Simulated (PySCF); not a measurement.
## Radial density of Rh (rhodium, neutral)

PBE, [Kr] 4d8 5s1, high-spin 4F determinant. All numbers are calculated (PySCF 2.14, a scalar-relativistic core potential, in aug-cc-pVDZ-PP with ECP28MDF). This is the valence pseudo-density: the core potential removes the inner electrons and smooths the orbitals near the nucleus.

```json
{"r (bohr)": "0.0198", "4πr²ρ (e/bohr)": "1.182e-05", "4πr²(ρα − ρβ)": "0.0000"}
{"r (bohr)": "0.0333", "4πr²ρ (e/bohr)": "3.016e-05", "4πr²(ρα − ρβ)": "0.0000"}
{"r (bohr)": "0.0561", "4πr²ρ (e/bohr)": "7.447e-05", "4πr²(ρα − ρβ)": "0.0000"}
{"r (bohr)": "0.0943", "4πr²ρ (e/bohr)": "0.0003076", "4πr²(ρα − ρβ)": "0.0000"}
{"r (bohr)": "0.159", "4πr²ρ (e/bohr)": "0.003289", "4πr²(ρα − ρβ)": "0.0004"}
{"r (bohr)": "0.267", "4πr²ρ (e/bohr)": "0.05738", "4πr²(ρα − ρβ)": "0.0070"}
{"r (bohr)": "0.449", "4πr²ρ (e/bohr)": "1.412", "4πr²(ρα − ρβ)": "0.1196"}
{"r (bohr)": "0.755", "4πr²ρ (e/bohr)": "11.91", "4πr²(ρα − ρβ)": "0.9042"}
{"r (bohr)": "1.27", "4πr²ρ (e/bohr)": "11.55", "4πr²(ρα − ρβ)": "1.3915"}
{"r (bohr)": "2.14", "4πr²ρ (e/bohr)": "2.835", "4πr²(ρα − ρβ)": "0.8588"}
{"r (bohr)": "3.59", "4πr²ρ (e/bohr)": "0.5553", "4πr²(ρα − ρβ)": "0.3328"}
{"r (bohr)": "6.04", "4πr²ρ (e/bohr)": "0.04429", "4πr²(ρα − ρβ)": "0.0360"}
{"r (bohr)": "10.2", "4πr²ρ (e/bohr)": "0.0002412", "4πr²(ρα − ρβ)": "0.0002"}
```

Energies and moments cover only the electrons outside the core potential.
